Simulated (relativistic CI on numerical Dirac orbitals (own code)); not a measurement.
**Pd⁺: what numerical and physical settings do to a radial Dirac CI calculation**

Reference input:

```
atom Pd  Z=46  charge=1  electrons=45
nucleus A=106  rms_radius_fm=4.5318
hamiltonian dirac-coulomb  breit=on  qed=on  c_scale=1
orbitals kli  potential=per-configuration
slater_scale 1
correlation none
mixing on
grid step=0.0125 r_max=100.6
scf mixing=0.4 start=green max_iterations=150 tolerance=2e-08 node_fill=0.05
configurations
  [Kr] 4d9
  [Kr] 4d8 5s
end
```

Computed lowest total energy -5038.62324 Ha, first excitation 3339.2 cm⁻¹, 23 SCF steps. Runs with settings changed; * marks those that are bad on purpose:

| Changed | Outcome | Lowest level | ΔE (Ha) | First excitation (cm⁻¹) | SCF steps | Message |
| --- | --- | --- | --- | --- | --- | --- |
| SCF tolerance 1e-10 | converged | 4d9 2D_5/2 | -2.34e-10 | 3339.2 | 28 |  |
| end of the grid at 50.3 bohr, start potential previous, SCF tolerance 1e-10 | converged | 4d9 2D_5/2 | -2.34e-10 | 3339.2 | 25 |  |
| SCF tolerance 1e-05 | converged | 4d9 2D_5/2 | 2.63e-07 | 3339.2 | 18 |  |
| end of the grid at 301.8 bohr | converged | 4d9 2D_5/2 | 9.09e-13 | 3339.2 | 23 |  |
| SCF tolerance 0.05 * | converged | 4d9 2D_5/2 | 0.00646 | 3190.9 | 8 |  |
| end of the grid at 8.05 bohr * | not converged |  |  |  | 12 | orbital 4d3/2 not found |

With so few configurations and no correlation, terms lie too far apart (by 10 to 50 % near neutrality), their order can be wrong, and levels of other configurations are missing.
